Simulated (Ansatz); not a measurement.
# Multireference treatment of C, triplet

Calculated in Ansatz's Gaussian-basis code. Basis cc-pVTZ, nonrelativistic, 1 orbital frozen in the corrections. State-specific CASSCF; RHF is the lowest restricted (open-shell) Hartree–Fock solution met. Solutions may break the symmetry of the shape. Lower solutions, or ones in other orbitals, may exist.

System: a free atom or ion.

(1) What do CASSCF and its corrections give against RHF in CAS(4,4), and what are the occupations?

## Answers

(1) CASSCF -0.521 eV, SC-NEVPT2 -2.148 eV; occupations 1.95, 1.00, 1.00, 0.05.
